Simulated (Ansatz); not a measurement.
`C=NC[SeH]` + `[F][InH][Cl]` → `[F][In]([Cl])[SeH]` + `C=NC`  (formal exchange of groups at the Se–C bond)

Isolated molecules relaxed with PBE0-D4/def2-TZVP in Ansatz; ΔE leaves out vibrations. CCSD(T)/CBS adds triple-zeta CCSD(T) − MP2 to the extrapolated MP2 energy (def2 sets, frozen cores). Functionals use def2-TZVPP. Elements past krypton have def2 core potentials. For In, Se outer-core shells are correlated without core-valence functions, which leaves a few kJ/mol of doubt a bond. Scalar relativity is left out up to krypton. Each species was taken in one conformer, which may not be the lowest.

CCSD(T)/CBS gives -150.9 kJ/mol.

**Question.** Another level gave -147.8 kJ/mol. Which?
A. BHLYP/def2-TZVPP
B. revPBE-D4/def2-TZVPP
C. BLYP-D4/def2-TZVPP
D. BLYP/def2-TZVPP

**Answer.** D. BLYP -147.8, revPBE-D4 -137.8, BHLYP -154.4, BLYP-D4 -142.4 kJ/mol.

Largest T1 diagnostic among the species: 0.015.

From BLYP to BHLYP (50 % exact exchange), in def2-TZVPP and without D4, ΔE moves by −6.6 kJ/mol. The D4 term adds +3.2 kJ/mol with B3LYP and +1.6 kJ/mol with PBE0; it sums over pairs of atoms, weighted by their polarisabilities, and B3LYP, whose exchange is more repulsive, gets the larger term.

B3LYP here is the variant with VWN-RPA as its local correlation; programs differ in this.
